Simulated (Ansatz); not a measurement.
`C[SiH2][Se]C` → `C[Se]C` + `[SiH2]`  (silylene formation by 1,1-elimination)

Isolated molecules relaxed with PBE0-D4/def2-TZVP in Ansatz; ΔE leaves out vibrations. CCSD(T)/CBS adds triple-zeta CCSD(T) − MP2 to the extrapolated MP2 energy (def2 sets, frozen cores). This one scheme is used for every species. DFT in def2-TZVPP. B3LYP here is the variant with VWN-RPA as its local correlation; programs differ in this. For Se outer-core shells are correlated without core-valence functions, which leaves a few kJ/mol of doubt a bond. Scalar relativity is left out up to krypton. Each species was taken in one conformer, which may not be the lowest.

(1) Is it downhill or uphill in electronic energy at CCSD(T)/CBS, and by how much? (Best estimate.)

(2) What do these levels give: BLYP-D4, revPBE, B3LYP, r2SCAN0, HF/def2-SVP, MP2/def2-TZVPP? (Estimate.)

Largest T1 diagnostic among the species: 0.014.

Results:

(1) The calculation gave: Uphill: ΔE = +81.7 kcal/mol.

(2) Computed: BLYP-D4 76.8, revPBE 76.1, B3LYP 76.2, r2SCAN0 86.9, HF/def2-SVP 74.8, MP2/def2-TZVPP 84.5 kcal/mol.

The D4 term adds +3.6 kcal/mol with B3LYP and +2.0 kcal/mol with PBE0; it sums over pairs of atoms, weighted by their polarisabilities, and B3LYP, whose exchange is more repulsive, gets the larger term. At CCSD(T), def2-SVP lies −5.6 kcal/mol from the extrapolated value and def2-TZVPP −2.9 kcal/mol. From PBE to PBE0 (25 % exact exchange), in def2-TZVPP and without D4, ΔE moves by +2.8 kcal/mol.
